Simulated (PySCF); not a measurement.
Species: (OH)3Ti-S-SiH3 (singlet state).
Cartesian coordinates in Å at the PBE0-D3(BJ)/def2-SVP level; atoms count from 1:
```xyz
12
H6O3SSiTi angstrom
Ti    -0.2089   -1.0951    0.2418
O     -1.3774    0.0982    0.8353
O     -0.9557   -2.6071   -0.2841
O      1.0213   -1.3907    1.4774
S      0.7565   -0.1152   -1.6235
Si     0.6450    1.9080   -0.9376
H     -2.2989    0.2900    0.6363
H     -0.7299   -3.5313   -0.1391
H      1.3507   -0.8643    2.2120
H     -0.7419    2.4553   -1.0346
H      1.5413    2.7249   -1.8098
H      1.1134    2.0444    0.4768
```

Theory: TDDFT PBE0/def2-SVPD, vertical, gas phase, core orbitals frozen in the response (PySCF 2.14.0, density-fitted response routines).

Question: List the vertical singlet excitations with oscillator strengths and describe the spectrum.

Answer: 

```tsv
state	E (eV)	E (kJ/mol)	λ (nm)	f	|μ| (D)	main configurations (H = HOMO, L = LUMO)
S1	3.78	365	328.0	0.0006	0.20	H→L (99%)
S2	4.16	402	297.7	0.024	1.24	H→L+1 (93%)
S3	4.58	441	271.0	0.0014	0.28	H→L+2 (98%)
S4	4.61	445	269.0	0.0018	0.32	H-1→L (93%)
S5	4.76	460	260.3	0.0003	0.13	H-1→L+1 (94%)
S6	4.93	476	251.5	0.0009	0.21	H→L+3 (98%)
S7	5.13	495	241.7	0.0032	0.41	H→L+4 (90%)
S8	5.75	555	215.6	0.017	0.89	H-1→L+3 (51%), H-1→L+2 (29%), H-2→L (11%)
S9	5.76	556	215.1	0.011	0.72	H→L+5 (89%)
S10	5.84	564	212.2	0.0061	0.52	H-2→L (52%), H-1→L+3 (28%)
S11	5.93	572	209.1	0.0050	0.47	H-1→L+4 (83%)
S12	6.01	580	206.3	0.0011	0.22	H-2→L+1 (86%)
S13	6.06	585	204.6	0.031	1.16	H-4→L (49%), H-3→L (19%), H-1→L+2 (10%)
S14	6.14	592	202.0	0.046	1.40	H-4→L (30%), H-4→L+1 (18%), H-6→L (15%)
S15	6.20	598	200.1	0.096	2.03	H-4→L+1 (14%), H-1→L+2 (13%), H-5→L (10%)
```

Triplets (Tamm–Dancoff): T1 3.67 eV, H→L (87%), H→L+1 (12%); T2 3.76 eV, H→L+1 (86%), H→L (12%); T3 4.30 eV, H-1→L (46%), H→L+2 (42%); T4 4.33 eV, H-1→L (47%), H→L+2 (42%).

The lowest singlet comes at 328 nm (365 kJ/mol) in the ultraviolet; it is very weak; its leading configuration is HOMO→LUMO (99%). The most intense listed level is S15 at 6.20 eV (200 nm, f = 0.096), 2.42 eV above S1. It is the last of those listed, so stronger ones may follow. For S1 the Löwdin share of titanium is 5% in HOMO and 75% in LUMO (ligand-to-metal charge transfer by this measure). The listed states span 2.42 eV, and the widest gap between neighbours is 0.62 eV (S7 to S8). The oscillator strengths of these states sum to 0.246; summed over the whole spectrum of an exact calculation they would give the number of electrons, 82 (Thomas–Reiche–Kuhn). Orbital energies (eV): HOMO-3 -9.70, HOMO-2 -9.17, HOMO-1 -8.12, HOMO -7.15, LUMO -1.91, LUMO+1 -1.72, LUMO+2 -1.13. The vertical ionisation energy (ΔSCF) is 9.01 eV, 2.82 eV above S15. The window holds the lowest 15 singlets.
